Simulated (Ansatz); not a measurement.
Ge₄⁺. The state is a doublet with charge 1. Geometry r2SCAN-D4/def2-SVP, basis def2-TZVP, Ansatz.

Cartesian coordinates in Å:
```
Ge 0.382 -1.188 -0.683
Ge 0.613 1.071 -1.520
Ge -0.613 -1.071 1.521
Ge -0.382 1.188 0.683
```

| run | HOMO (eV) | LUMO (eV) |
| --- | --- | --- |
| A | -11.35 | -9.01 |
| B | -10.35 | -9.64 |
| C | -10.56 | -9.54 |
| D | -10.75 | -9.58 |
| E | -13.51 | -7.27 |

LC-ωPBE has ω = 0.4 bohr⁻¹. The structure comes from a short search, and lower isomers may exist.

HOMO and LUMO are taken over both spins.

**Question.** The runs used B97M-V, LC-ωPBE, PBE, PBE0, r2SCAN. Estimate which is which.

**Answer.** A PBE0 (25 % exact exchange); B PBE (0 % exact exchange); C B97M-V (0 % exact exchange); D r2SCAN (0 % exact exchange); E LC-ωPBE (range-separated). Exact exchange lowers occupied and raises empty levels; among semilocal functionals meta-GGAs tend to open the gap a little, and such runs are hard to tell apart. The gap grows from 0.71 eV (PBE) to 6.24 eV (LC-ωPBE).
